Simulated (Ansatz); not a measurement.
`[Cl][In]([Cl])[Cl]` and `[Cl][In]([Cl])[SeH]` differ in one atom or group.

Ansatz, PBE0-D4/def2-TZVP geometries, multiplicity 1. Each molecule was computed in one conformer, which needn't be the lowest.

Elements past krypton have def2 core potentials. Scalar relativity is left out up to krypton.

| property | `[Cl][In]([Cl])[Cl]` |
| --- | --- |
| LUMO energy (PBE/def2-TZVPP) / eV | -3.76 |
| ideal-gas entropy at 298 K and 1 bar (rigid rotor, harmonic PBE0-D4/def2-TZVP) / J/(mol·K) | 341 |
| size of the dipole moment (B3LYP/def2-TZVPP) / D | 0.00 |
| HOMO–LUMO gap (B3LYP/def2-TZVPP) / eV | 5.96 |
| HOMO–LUMO gap (PBE/def2-TZVPP) / eV | 4.26 |
| zero-point energy (PBE0-D4/def2-TZVP) / kJ/mol | 8.5 |

(1) What does the change do to each property? (Best estimate.)

Results:

(1) Ansatz gave: 
```
                                                                                  property  `[Cl][In]([Cl])[SeH]`  shift
                                                         LUMO energy (PBE/def2-TZVPP) / eV                  -3.34   0.42
ideal-gas entropy at 298 K and 1 bar (rigid rotor, harmonic PBE0-D4/def2-TZVP) / J/(mol·K)                    379     38
                                          size of the dipole moment (B3LYP/def2-TZVPP) / D                   2.07   2.07
                                                     HOMO–LUMO gap (B3LYP/def2-TZVPP) / eV                   4.88  -1.08
                                                       HOMO–LUMO gap (PBE/def2-TZVPP) / eV                   3.43  -0.83
                                            zero-point energy (PBE0-D4/def2-TZVP) / kJ/mol                   27.0   18.5
```

With PBE0 the HOMO rises by 1.54 eV and the LUMO rises by 0.38 eV, so the gap narrows by about 1.16 eV. PBE moves the HOMO by 1.24 eV and ωB97M-V by 1.68 eV. The zero-point energy changes by 18.5 kJ/mol with +3 modes.

B3LYP here is the variant with VWN-RPA as its local correlation; programs differ in this.
